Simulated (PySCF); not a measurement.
GeH4O4, SMILES [OH][Ge]([OH])([OH])[OH].

Geometry: PBE0-D3(BJ)/def2-SVP. The isomer is the one that the SMILES or the coordinates give; other isomers of the formula were not compared. One conformer was computed; it need not be the lowest.

Method: B3LYP/def2-TZVP run with PySCF.

Symmetry labels are those of the subgroup C2 that the program uses (full group S4).

Computed valence orbital energies around the gap with their symmetry:
```tsv
orbital	symmetry	energy (eV)
HOMO−7	A	-10.93
HOMO−6	A	-10.79
HOMO−5	B	-10.20
HOMO−4	B	-10.20
HOMO−3	A	-9.43
HOMO−2	A	-9.20
HOMO−1	B	-8.93
HOMO	B	-8.93
LUMO	A	-0.69
LUMO+1	B	1.13
LUMO+2	B	1.13
LUMO+3	A	1.24
```
